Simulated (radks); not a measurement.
Q: Mn4+, configuration [Ar] 3d2 4p1 (not the ground configuration). Calculated with a radial shooting solver on a logarithmic mesh with Libxc functionals: scalar-relativistic Kohn-Sham, PBE, spin-polarised, spherical densities, finite nucleus; open shells are filled with parallel spins first; Fermi nuclear charge, rms radius 3.7057 fm. Some entries of the table are withheld. Estimate them.

orbital,occ.,eigenvalue (eV),<r> (bohr),r(max) (bohr)
1s up,1,-6499.816,0.06091,0.03987
1s down,1,-6499.746,0.06091,0.03987
2s up,1,-817.3593,0.2795,0.2326
2s down,1,-816.0480,0.2792,0.2325
2p up,3,-703.2770,0.2473,0.1885
2p down,3,-702.2360,0.2469,0.1884
3s up,1,-153.7327,0.8220,0.7251
3s down,1,-150.7012,0.8236,0.7260
3p up,3,-121.5687,0.8537,0.7346
3p down,3,-118.5678,0.8560,0.7358
3d up,2,-71.2090,(1),0.6975
3d down,0,-68.1872,(2),0.7012
4s up,0,-46.7934,2.073,(3)
4s down,0,-44.2277,2.059,(4)
4p up,1,-38.5595,2.285,2.101
4d up,0,-26.6710,2.786,2.554
5p up,0,-18.9395,4.369,4.364
4f up,0,(5),3.381,2.979

A: 
(1) 3d up <r> (bohr): 0.9177
(2) 3d down <r> (bohr): 0.9234
(3) 4s up r(max) (bohr): 1.911
(4) 4s down r(max) (bohr): 1.903
(5) 4f up eigenvalue (eV): -18.0261
